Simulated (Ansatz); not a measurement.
ClF2GeH2Sn+: where a starting geometry ends

The starting geometry of this gas-phase singlet was optimised with GFN2-xTB.

```xyz
7

Cl    0.0643    1.0843    2.2225
F     0.3238    0.4734   -1.0430
F     1.7043   -2.2030   -1.4187
Ge   -1.0824    0.5697    0.6251
Sn    1.8339   -0.4645   -2.4692
H    -1.8505    1.6582   -0.1015
H    -1.4344   -0.8867    0.4075
```

Predict what it relaxes into with PBE-D3(BJ)/def2-SVP.

A new bond forms, giving a structure with F2 bridging Sn5 and Ge4, given below by its coordinates. Contacts that close: F2–Ge4 (2.18 → 1.84 Å).

The energy falls by 0.80 eV over 20 steps:

```json
{"step": "1", "E − E(last) (eV)": "0.798"}
{"step": "3", "E − E(last) (eV)": "0.215"}
{"step": "5", "E − E(last) (eV)": "0.186"}
{"step": "7", "E − E(last) (eV)": "0.157"}
{"step": "9", "E − E(last) (eV)": "0.126"}
{"step": "12", "E − E(last) (eV)": "0.108"}
{"step": "14", "E − E(last) (eV)": "0.034"}
{"step": "16", "E − E(last) (eV)": "0.001"}
{"step": "18", "E − E(last) (eV)": "0.000"}
{"step": "20", "E − E(last) (eV)": "0.000"}
```

Final geometry (Å):

```
atom    x (Å)    y (Å)    z (Å)
  Cl   0.8909   0.6892   1.2464
   F  -0.1842   0.5539  -1.4994
   F   1.1483  -1.8339  -0.8678
  Ge  -1.0014   0.3915   0.1356
  Sn   2.0559  -0.1596  -1.3285
   H  -1.8697   1.6474   0.2746
   H  -1.4809  -1.0573   0.2617
```

Frequencies at the end are all real (lowest 61 cm⁻¹). Atoms past krypton carry core potentials, without spin–orbit terms. Run with Ansatz 0.2.0, 35 s on 2 threads of Arm Neoverse V2, on a shared host.
